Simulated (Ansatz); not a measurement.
Ga2H3 was relaxed with r2SCAN-D4 (def2-TZVP) in Ansatz in these states: neutral doublet, neutral quartet. The geometries follow in no particular order.

A:

```csv
atom,x (Å),y (Å),z (Å)
Ga1,0.6309,-1.2855,-0.6967
Ga2,-0.1494,0.7052,0.5057
H3,-0.5432,-1.6464,-1.7470
H4,-1.2170,1.7920,0.7665
H5,1.2786,0.4347,1.1715
```

B:

```xyz
5

Ga    1.200   -0.134   -0.735
Ga   -0.771    0.125    0.543
H     2.120   -0.565   -1.930
H    -1.037   -0.922    1.667
H    -1.512    1.495    0.454
```

**Question.** Judge from the bond lengths which geometry belongs to which state (an estimate).

**Answer.** A is the neutral quartet (Ga1–Ga2 2.453 Å, Ga1–H3 1.616 Å, Ga2–H5 1.599 Å); B is the neutral doublet (Ga1–Ga2 2.363 Å, Ga1–H3 1.569 Å, Ga2–H5 1.560 Å).

At PBE0-D4/def2-TZVP a doublet lies 2.14 eV below the neutral quartet. These are the stationary points nearest to one start from a short search; other shapes may lie lower in each state.
